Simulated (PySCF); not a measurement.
Si(I)(Me)2(OH) (C₂H₇IOSi), SMILES C[Si](C)(O)I.

The structure is a stationary point at PBE0-D3(BJ)/def2-SVP. A frequency run showed that this geometry is not a minimum. The def2 effective core potentials stand for the cores of I; spin–orbit coupling is left out. The values are those of a single conformer.

The numbers are results of PBE0-D3(BJ)/def2-SVP run with PySCF, not measurements.

Frequencies are harmonic and unscaled.

```json
[
 {"mode": "1", "ν (cm⁻¹)": "168i", "IR (km/mol)": "113.3", "moving atoms (share of kinetic energy)": "H 95 %"},
 {"mode": "2", "ν (cm⁻¹)": "154", "IR (km/mol)": "1.1", "moving atoms (share of kinetic energy)": "C 48 %, H 29 %, O 8 %"},
 {"mode": "3", "ν (cm⁻¹)": "161", "IR (km/mol)": "0.1", "moving atoms (share of kinetic energy)": "H 38 %, C 33 %, O 18 %"},
 {"mode": "4", "ν (cm⁻¹)": "165", "IR (km/mol)": "0.1", "moving atoms (share of kinetic energy)": "H 98 %"},
 {"mode": "5", "ν (cm⁻¹)": "178", "IR (km/mol)": "0.0", "moving atoms (share of kinetic energy)": "H 86 %, C 10 %"},
 {"mode": "6", "ν (cm⁻¹)": "206", "IR (km/mol)": "2.7", "moving atoms (share of kinetic energy)": "O 41 %, I 23 %, H 18 %, C 17 %"},
 {"mode": "7", "ν (cm⁻¹)": "220", "IR (km/mol)": "0.4", "moving atoms (share of kinetic energy)": "H 31 %, C 28 %, Si 22 %, O 16 %"},
 {"mode": "8", "ν (cm⁻¹)": "270", "IR (km/mol)": "16.7", "moving atoms (share of kinetic energy)": "O 40 %, C 22 %, Si 19 %, H 19 %"},
 {"mode": "9", "ν (cm⁻¹)": "363", "IR (km/mol)": "66.7", "moving atoms (share of kinetic energy)": "Si 58 %, H 18 %, I 11 %, C 9 %"},
 {"mode": "10", "ν (cm⁻¹)": "650", "IR (km/mol)": "52.1", "moving atoms (share of kinetic energy)": "C 53 %, H 22 %, Si 14 %, O 11 %"},
 {"mode": "11", "ν (cm⁻¹)": "689", "IR (km/mol)": "1.1", "moving atoms (share of kinetic energy)": "H 63 %, C 30 %"},
 {"mode": "12", "ν (cm⁻¹)": "738", "IR (km/mol)": "0.6", "moving atoms (share of kinetic energy)": "H 77 %, C 21 %"},
 {"mode": "13", "ν (cm⁻¹)": "743", "IR (km/mol)": "148.8", "moving atoms (share of kinetic energy)": "H 86 %, C 8 %"},
 {"mode": "14", "ν (cm⁻¹)": "800", "IR (km/mol)": "109.7", "moving atoms (share of kinetic energy)": "Si 39 %, H 35 %, C 26 %"},
 {"mode": "15", "ν (cm⁻¹)": "801", "IR (km/mol)": "28.1", "moving atoms (share of kinetic energy)": "H 49 %, O 30 %, C 17 %"},
 {"mode": "16", "ν (cm⁻¹)": "857", "IR (km/mol)": "209.1", "moving atoms (share of kinetic energy)": "H 65 %, C 19 %, Si 13 %"},
 {"mode": "17", "ν (cm⁻¹)": "931", "IR (km/mol)": "127.5", "moving atoms (share of kinetic energy)": "Si 41 %, O 28 %, H 25 %"},
 {"mode": "18", "ν (cm⁻¹)": "1262", "IR (km/mol)": "46.9", "moving atoms (share of kinetic energy)": "H 76 %, C 23 %"},
 {"mode": "19", "ν (cm⁻¹)": "1266", "IR (km/mol)": "23.1", "moving atoms (share of kinetic energy)": "H 78 %, C 21 %"},
 {"mode": "20", "ν (cm⁻¹)": "1415", "IR (km/mol)": "2.2", "moving atoms (share of kinetic energy)": "H 96 %"},
 {"mode": "21", "ν (cm⁻¹)": "1420", "IR (km/mol)": "1.0", "moving atoms (share of kinetic energy)": "H 95 %"},
 {"mode": "22", "ν (cm⁻¹)": "1424", "IR (km/mol)": "6.4", "moving atoms (share of kinetic energy)": "H 96 %"},
 {"mode": "23", "ν (cm⁻¹)": "1432", "IR (km/mol)": "6.9", "moving atoms (share of kinetic energy)": "H 96 %"},
 {"mode": "24", "ν (cm⁻¹)": "3053", "IR (km/mol)": "0.2", "moving atoms (share of kinetic energy)": "H 97 %"},
 {"mode": "25", "ν (cm⁻¹)": "3054", "IR (km/mol)": "4.0", "moving atoms (share of kinetic energy)": "H 97 %"},
 {"mode": "26", "ν (cm⁻¹)": "3155", "IR (km/mol)": "0.1", "moving atoms (share of kinetic energy)": "H 91 %, C 9 %"},
 {"mode": "27", "ν (cm⁻¹)": "3156", "IR (km/mol)": "5.4", "moving atoms (share of kinetic energy)": "H 91 %, C 9 %"},
 {"mode": "28", "ν (cm⁻¹)": "3178", "IR (km/mol)": "0.1", "moving atoms (share of kinetic energy)": "H 91 %, C 9 %"},
 {"mode": "29", "ν (cm⁻¹)": "3178", "IR (km/mol)": "0.5", "moving atoms (share of kinetic energy)": "H 91 %, C 9 %"},
 {"mode": "30", "ν (cm⁻¹)": "3921", "IR (km/mol)": "93.4", "moving atoms (share of kinetic energy)": "H 94 %"}
]
```
